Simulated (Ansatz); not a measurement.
Ideal-gas functions of C₂H₄AlN, SMILES `C[C]1=[N][AlH]1` at 600 K and 1 bar, from an Ansatz frequency run at PBE0-D4/def2-TZVP.

Molar mass 69.04 g/mol, point group Cs (symmetry number 1), electronic degeneracy 1, moments of inertia 23.665, 123.291, 143.847 u Å². Harmonic wavenumbers (cm⁻¹, unscaled): 125, 293, 313, 368, 451, 625, 727, 972, 995, 1164, 1371, 1451, 1454, 1572, 2001, 3038, 3123, 3127.

Use S(trans) = R[1.5 ln M + 2.5 ln T − 1.1517]; rotational temperatures θ = 24.2544 K / I; S(rot) = R[ln(√π/σ · √(T³/θAθBθC)) + 1.5]; for each mode x = 1.438777 ν̃/T, S = R[x/(eˣ − 1) − ln(1 − e⁻ˣ)] and H = RT x/(eˣ − 1); 1 cm⁻¹ = 0.0119627 kJ/mol; R = 8.31446 J/(mol·K).

Question: By hand: the entropy, in J/(mol·K).

Answer: Translation 176.2. Rotation: θ = 1.0249, 0.1967, 0.1686 K, giving 111.1. Vibration, mode by mode: 18.36, 11.42, 10.89, 9.62, 8.06, 5.69, 4.67, 2.94, 2.81, 2.04, 1.38, 1.18, 1.17, 0.93, 0.40, 0.05, 0.04, 0.04, in all 81.7. Electronic 0.0. Sum 369.0 J/(mol·K).

Question: By hand: H − E and G − E in kJ/mol, counted from the electronic energy.

Answer: Zero-point energy ½ × 23170 × 0.0119627 = 138.6; thermal vibration 26.8; translation, rotation and pV give 4 RT = 20.0. H − E = 185.4 kJ/mol, and G − E = 185.4 − 600 × 369.0/1000 = -36.0 kJ/mol.

Vibration gives 22 % of the entropy, 18.4 J/(mol·K) of it from the mode under 150 cm⁻¹: soft modes count most, and the harmonic formula is weakest for them.
